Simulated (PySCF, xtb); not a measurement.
trans-(1R,2R)-1-chloro-2-methylcyclopropane (C₄H₇Cl), SMILES C[C@@H]1C[C@H]1Cl.

Harmonic wavenumbers (cm⁻¹) from GFN2-xTB (xtb) at its own minimum, in rising order: 164, 205, 252, 347, 414, 674, 842, 891, 919, 956, 1050, 1059, 1066, 1088, 1115, 1169, 1212, 1249, 1388, 1414, 1460, 1490, 1495, 3025, 3032, 3040, 3050, 3059, 3088, 3110.

Q: What does PySCF with PBE-D3(BJ)/def2-SVP give at its own minimum? (Estimate from the structure and the level; the computed values follow.)

A: 188, 208, 262, 343, 408, 659, 781, 833, 879, 916, 991, 1020, 1045, 1053, 1081, 1149, 1195, 1228, 1332, 1362, 1410, 1411, 1434, 2965, 3051, 3054, 3059, 3086, 3104, 3160. Paired by order, the mean absolute difference is 33 cm⁻¹ and the zero-point energies are 61.9 and 61.0 kcal/mol.
